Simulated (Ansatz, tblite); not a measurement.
Cost and result up the ladder for [MoO(H2O)Cl4]- (MoCl4O2H2⁻) (9 atoms). The state is a doublet with charge -1. Geometry: r2SCAN-D4/def2-SVPD.

| atom | x (Å) | y (Å) | z (Å) |
| --- | --- | --- | --- |
| Mo1 | -0.391 | -0.798 | 0.043 |
| O2 | -1.188 | -2.155 | 0.573 |
| O3 | 0.783 | 1.354 | -0.486 |
| H4 | 1.408 | 1.273 | 0.254 |
| H5 | 0.067 | 1.910 | -0.134 |
| Cl6 | -1.785 | 0.926 | 1.047 |
| Cl7 | 1.425 | -1.709 | -1.178 |
| Cl8 | -1.474 | -0.333 | -2.014 |
| Cl9 | 1.155 | -0.469 | 1.894 |

Ansatz on 4 threads of Arm Neoverse V1 on a shared host; xTB runs through tblite on one thread. Times are rough, summed over both states, and most runs start from the orbitals of an earlier one. PBE0-D4/def2-TZVPD serves as the yardstick here, not as an exact answer. The other state is a singlet.

In the def2 sets Mo takes a core potential; there is no spin–orbit coupling. The xTB rows come from tblite. No other spin state of charge -1 was run.

Raw xTB energies of ions are shifted by several eV, and xTB has no spin-polarisation term.

```csv
level,functions,vertical IE (eV),difference from PBE0-D4/def2-TZVPD (eV)
PBE-D4/def2-TZVPD,322,3.87,-0.73
GFN2-xTB,55,8.27,3.67
GFN1-xTB,57,8.71,4.11
PBE0-D4/def2-TZVPD,322,4.60,0.00
```

**Question.** Estimate how long each takes.

**Answer.** GFN1-xTB 0.021 s; GFN2-xTB 0.024 s; PBE-D4/def2-TZVPD 24 s; PBE0-D4/def2-TZVPD 46 s. On shared hardware such times vary by a factor of up to 3.
